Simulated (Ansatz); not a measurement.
The cluster In6Sb4Br6, 16 atoms. Hardware: 2 threads of AMD EPYC 7R13 on a shared host and a share (18 GiB) of an NVIDIA H100 80GB HBM3.

In the def2 sets In, Sb take a core potential; there is no spin–orbit coupling. Correlated methods freeze 94 core orbitals; core or outer-core shells of In, Sb, Br are correlated, in sets that lack core-valence functions. Single mean-field runs in def2-SVP, def2-TZVP are fitted with def2-universal-jkfit.

(1) How many basis functions does each of these Ansatz runs have, and roughly what does it cost? PBE-D4/def2-SVP, charge 0 singlet, relaxation, 9 steps; PBE-D4/def2-TZVP, charge 0 singlet, energy, from earlier orbitals; r2SCAN-D4/def2-SVP, charge 0 singlet, energy, from earlier orbitals; PBE0-D4/def2-TZVP, charge 0 singlet, energy, from earlier orbitals; HF/def2-SVP, charge 0 singlet, energy, from earlier orbitals; PBE-D4/def2-SVP, charge 0 singlet, energy and forces, from earlier orbitals; PBE0-D4/def2-SVP, charge 0 singlet, energy, from earlier orbitals; RPA@PBE/def2-SVP, charge 0 singlet, energy, from earlier orbitals; MP2/def2-SVP, charge 0 singlet, energy, from earlier orbitals.

## Answers

(1) Other jobs shared the machine, so times can vary by a factor of up to 3.

```json
{"run": "HF/def2-SVP, charge 0 singlet, energy, from earlier orbitals", "functions": "452", "fitting or Cholesky vectors": "3776", "wall time": "3.5 s", "peak host memory (GiB)": "0.99"}
{"run": "PBE-D4/def2-SVP, charge 0 singlet, energy and forces, from earlier orbitals", "functions": "452", "fitting or Cholesky vectors": "3776", "wall time": "5.5 s", "peak host memory (GiB)": "1.1"}
{"run": "r2SCAN-D4/def2-SVP, charge 0 singlet, energy, from earlier orbitals", "functions": "452", "fitting or Cholesky vectors": "3776", "wall time": "5.5 s", "peak host memory (GiB)": "1.1"}
{"run": "PBE-D4/def2-TZVP, charge 0 singlet, energy, from earlier orbitals", "functions": "788", "fitting or Cholesky vectors": "3776", "wall time": "6 s", "peak host memory (GiB)": "1.2"}
{"run": "PBE0-D4/def2-SVP, charge 0 singlet, energy, from earlier orbitals", "functions": "452", "fitting or Cholesky vectors": "3776", "wall time": "6 s", "peak host memory (GiB)": "1"}
{"run": "PBE0-D4/def2-TZVP, charge 0 singlet, energy, from earlier orbitals", "functions": "788", "fitting or Cholesky vectors": "3776", "wall time": "8 s", "peak host memory (GiB)": "1.2"}
{"run": "MP2/def2-SVP, charge 0 singlet, energy, from earlier orbitals", "functions": "452", "fitting or Cholesky vectors": "5188", "wall time": "12 s", "peak host memory (GiB)": "1.4"}
{"run": "RPA@PBE/def2-SVP, charge 0 singlet, energy, from earlier orbitals", "functions": "452", "fitting or Cholesky vectors": "5188", "wall time": "15 s", "peak host memory (GiB)": "2.9"}
{"run": "PBE-D4/def2-SVP, charge 0 singlet, relaxation, 9 steps", "functions": "452", "fitting or Cholesky vectors": "3776", "wall time": "51 s", "peak host memory (GiB)": "1.1"}
```
